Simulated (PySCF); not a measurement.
Chain-length series, n-germane fluoro/fluoro (end groups after the name). Isolated molecules, 0 K electronic values unless said otherwise. One relaxed conformer stands for each flexible species; it need not be the lowest. Strings in code marks are SMILES.

The vertical ionisation energy (Delta-SCF) from two functionals at the same geometries (PBE-D3(BJ)/def2-SVP), both in PySCF: PBE-D3(BJ)/def2-TZVP and PBE0-D3(BJ)/def2-TZVP. Delta-SCF ions had no search for a lower state. 

```
species                                                                                PBE-D3(BJ)/def2-TZVP (eV)  PBE0-D3(BJ)/def2-TZVP (eV)
-------------------------------------------------------------------------------------  -------------------------  --------------------------
n = 3 (`[F][GeH2][GeH2][GeH2][F]` (F–Ge–Ge–Ge torsion 178°, Ge–Ge–Ge–F torsion 178°))                       9.68                       10.08
n = 4 (`[F][GeH2][GeH2][GeH2][GeH2][F]`)                                                                    9.15                        9.54
n = 5 (`[F][GeH2][GeH2][GeH2][GeH2][GeH2][F]`)                                                              8.76                        9.16
n = 7 (`[GeH2]([GeH2][GeH2][GeH2][GeH2][GeH2][F])[GeH2][F]`)                                                8.21                        8.63
```

Over these rows, drawn at random from the members with no instability flagged (it was tested for open shells, ions and some series alone), PBE minus PBE0-D3(BJ): mean -0.40 eV, from -0.41 eV to -0.39 eV.
